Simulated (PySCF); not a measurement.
C₄H₈S, SMILES C[C@H]1CCS1.

Geometry optimised at B3LYP-D3(BJ)/def2-SVP.

Method: SMD-PBE0/6-31G* (PySCF).

Solvation free energies are E(SMD) − E(gas) at the gas-phase geometry, for 1 M in both phases. In vacuum the dipole moment is 2.12 D.

Rank water, dimethylsulfoxide, benzene by solvation free energy, most negative first.

benzene (-4.9 kcal/mol), dimethylsulfoxide (-4.3 kcal/mol), water (-1.3 kcal/mol)
